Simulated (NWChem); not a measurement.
System meant: C$_{2}$H$_{4}$O$_{3}$Si; SMILES O[Si]1(O)C=CO1

NWChem input:

```
start job
memory heap 200 mb stack 900 mb global 1100 mb
geometry units angstroms noautoz
  O      1.248322     1.384236     0.178038
  Si    -0.031010     0.348659     0.100242
  O     -1.355019     1.287304    -0.114782
  C     -0.198375    -1.188314     1.075205
  C      0.007451    -1.791120    -0.116629
  O      0.205185    -0.877833    -1.118697
  H      2.127812     0.995085     0.192937
  H     -1.203320     2.156476    -0.499102
  H     -0.396990    -1.634779     2.045412
  H      0.038235    -2.849426    -0.404734
end
basis spherical
  * library def2-svp
end
dft
  xc b3lyp
  iterations 4
  mulliken
end
task dft energy
```

End of the output:

```
    Atom       Charge   Shell Charges
 -----------   ------   -------------------------------------------------------
    1 O    8     8.21   1.97  0.87  0.59  2.73  2.02  0.01
    2 Si  14    13.38   2.00  1.92  0.57  0.24  5.81  1.17  0.78  0.88
    3 O    8     8.19   1.97  0.87  0.59  2.73  2.01  0.01
    4 C    6     6.28   1.97  0.62  0.35  1.93  1.35  0.06
    5 C    6     5.91   1.96  0.61  0.30  1.81  1.06  0.17
    6 O    8     8.28   1.97  0.93  0.62  2.74  1.98  0.02
    7 H    1     0.91   0.55  0.17  0.18
    8 H    1     0.91   0.55  0.17  0.18
    9 H    1     0.97   0.62  0.28  0.07
   10 H    1     0.98   0.64  0.27  0.07

 center of mass
 --------------
 x =  -0.01019663 y =   0.02328971 z =  -0.02451404

 moments of inertia (a.u.)
 ------------------
         659.145657018612           0.000000000000          -0.000000000000
           0.000000000000         361.705885628299           0.000000000000
          -0.000000000000           0.000000000000         737.632956530243

     Multipole analysis of the density
     ---------------------------------

     L   x y z        total         alpha         beta         nuclear
     -   - - -        -----         -----         ----         -------
     0   0 0 0     -0.000000    -27.000000    -27.000000     54.000000

     1   1 0 0      0.556785      0.278393      0.278393      0.000000
     1   0 1 0      0.092042      0.046021      0.046021      0.000000
     1   0 0 1      0.286572      0.143286      0.143286      0.000000

     2   2 0 0    -29.155890    -75.058876    -75.058876    120.961861
     2   1 1 0     -0.516691     -0.393963     -0.393963      0.271235
     2   1 0 1      0.770149      0.231458      0.231458      0.307234
     2   0 2 0    -26.433121   -157.064913   -157.064913    287.696704
     2   0 1 1     -2.248899      1.840221      1.840221     -5.929340
     2   0 0 2    -31.118822    -55.214205    -55.214205     79.309588

 ------------------------------------------------------------------------
 dft energy failed                                                                                  0
 ------------------------------------------------------------------------
 ------------------------------------------------------------------------
  current input line :
    23: task dft energy
 ------------------------------------------------------------------------
 ------------------------------------------------------------------------
 This type of error is most commonly associated with calculations not reaching convergence criteria
 ------------------------------------------------------------------------
 For more information see the NWChem manual at https://nwchemgit.github.io

0:dft energy failed:Received an Error in Communication
```

### Question
Can this run be used? If not, why, and what is the fix?

### Answer
Convergence was not reached. Cause: the SCF was allowed too few iterations. This input runs:
```
start job
memory heap 200 mb stack 900 mb global 1100 mb
geometry units angstroms noautoz
  O      1.248322     1.384236     0.178038
  Si    -0.031010     0.348659     0.100242
  O     -1.355019     1.287304    -0.114782
  C     -0.198375    -1.188314     1.075205
  C      0.007451    -1.791120    -0.116629
  O      0.205185    -0.877833    -1.118697
  H      2.127812     0.995085     0.192937
  H     -1.203320     2.156476    -0.499102
  H     -0.396990    -1.634779     2.045412
  H      0.038235    -2.849426    -0.404734
end
basis spherical
  * library def2-svp
end
dft
  xc b3lyp
  iterations 150
  mulliken
end
task dft energy
```
It converges to -593.55847 Ha (B3LYP/def2-SVP).
